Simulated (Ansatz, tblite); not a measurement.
Isomers of Zr₄P₄ (singlet), found by a short tight-binding search and relaxed with PBE-D4/def2-SVP in Ansatz.

In the def2 sets Zr takes a core potential; there is no spin–orbit coupling. The xTB rows come from tblite.

Run but left out: HF/STO-3G (A: restricted singlet, unstable in another Hartree–Fock run and untested here); HF/def2-TZVP, MP2/def2-TZVP (A: restricted singlet, unstable towards broken spin symmetry).

A: The restricted singlet is unstable towards broken spin symmetry in Hartree–Fock (as tested in another run); at PBE-D4/def2-SVP, PBE-D4/def2-TZVP, r2SCAN-D4/def2-TZVP, PBE0-D4/def2-SVP and others this wasn't settled. B: The restricted singlet is unstable towards broken spin symmetry in Hartree–Fock (as tested in another run); at PBE-D4/def2-SVP, PBE-D4/def2-TZVP, r2SCAN-D4/def2-TZVP, PBE0-D4/def2-SVP and others this wasn't settled. C: The restricted singlet is unstable towards broken spin symmetry in Hartree–Fock (as tested in another run); at PBE-D4/def2-SVP, PBE-D4/def2-TZVP, r2SCAN-D4/def2-TZVP, PBE0-D4/def2-SVP and others this wasn't settled. D: The restricted singlet is unstable towards broken spin symmetry in Hartree–Fock (as tested in another run); at PBE-D4/def2-SVP, PBE-D4/def2-TZVP, r2SCAN-D4/def2-TZVP, PBE0-D4/def2-SVP and others this wasn't settled.

Other spin states weren't relaxed.

A:

```xyz
8

Zr   -0.293   -1.661   -1.258
Zr   -0.015    0.948   -2.112
Zr   -1.609    0.612    0.404
Zr    1.136    0.280    0.776
P    -0.652   -0.222    2.662
P     1.918   -0.571   -1.550
P    -0.551   -1.803    1.174
P     0.066    2.418   -0.096
```

B:

```xyz
8

Zr   -0.3403    2.0287    1.6740
Zr    1.3100   -0.2113    0.7341
Zr   -1.2807    0.2308   -0.7625
Zr    0.3202   -2.0624   -1.6686
P     1.5344    1.1334    2.7990
P    -0.5837   -1.9144    0.6085
P    -1.5539   -1.1652   -2.7915
P     0.5941    1.9604   -0.5930
```

C:

```xyz
8

Zr    0.1516    1.4911   -0.9184
Zr    0.8602   -1.1180   -1.9263
Zr   -1.0692   -1.2595    0.3776
Zr    1.8300   -0.3431    0.6969
P    -2.0380    1.0862    0.2230
P     1.4186    2.0537    1.2572
P    -0.7649   -2.8130   -1.4773
P    -0.3883    0.9025    1.7672
```

D:

```
atom   x (Å)   y (Å)   z (Å)
 Zr1  -1.954  -0.775   0.322
 Zr2   1.096  -0.619   0.975
 Zr3  -0.574   0.514  -1.765
 Zr4  -0.841   1.818   0.715
  P5  -0.800  -0.028   2.451
  P6   1.739  -0.523  -1.478
  P7   1.414   1.545  -0.347
  P8  -0.080  -1.933  -0.874
```

Task: Estimate which lies lowest at each level, and how far above it the others are (kcal/mol).

Result: 
| level | A | B | C | D |
| --- | --- | --- | --- | --- |
| GFN1-xTB | 42.8 | 69.1 | 0.0 | 43.8 |
| GFN2-xTB | 11.6 | 0.0 | 9.6 | 31.4 |
| PBE-D4/def2-SVP | 2.5 | 44.3 | 60.4 | 0.0 |
| PBE-D4/def2-TZVP | 4.2 | 50.2 | 60.5 | 0.0 |
| r2SCAN-D4/def2-TZVP | 0.3 | 47.9 | 61.5 | 0.0 |
| PBE0-D4/def2-SVP | 0.8 | 49.2 | 62.9 | 0.0 |
| PBE0-D4/def2-TZVP | 2.7 | 55.6 | 63.1 | 0.0 |
| ωB97X-V/def2-TZVP | 0.0 | 57.9 | 60.6 | 4.4 |
Point groups (tolerance 0.1 Å): A not assigned, B not assigned, C not assigned, D Cs. Lower isomers may exist. From def2-SVP to def2-TZVP the PBE0 values move by up to 6.4 kcal/mol, so results in the small set are rough.
